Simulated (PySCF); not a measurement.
Job for PySCF: R-B3LYP/6-31G* on H2S (SMILES S) with ghost functions.

```python
from pyscf import gto, scf, dft, mp
from pyscf.data.elements import chemcore

mol = gto.M(
    atom='''
    S    -0.92738335   -0.37619107    2.72897483
    H    -0.51066578    0.73171395    3.36578545
    H    -0.06740382   -1.16488225    3.39604866
    ghost-Ga    0.52763441   -0.06951020    0.52020423
    ghost-H   -0.34623003    1.11318635   -0.04265977
    ghost-H    0.27361942   -1.53352575   -0.00071565
    ghost-H    1.89118691    0.26122241    1.23783558
    ''',
    basis='6-31g*',
    cart=True,
    charge=0, spin=0, verbose=3, max_memory=1800)
mf = dft.RKS(mol, xc='b3lyp')
mf.conv_tol = 1e-8
mf.max_cycle = 100
mf.kernel()
if not mf.converged:
    mf = mf.newton().run(mf.mo_coeff, mf.mo_occ)
```

Program output:

```
converged SCF energy = -399.386800414883
```

Self-consistency was reached.

Cost: very roughly 2.7 core-seconds.
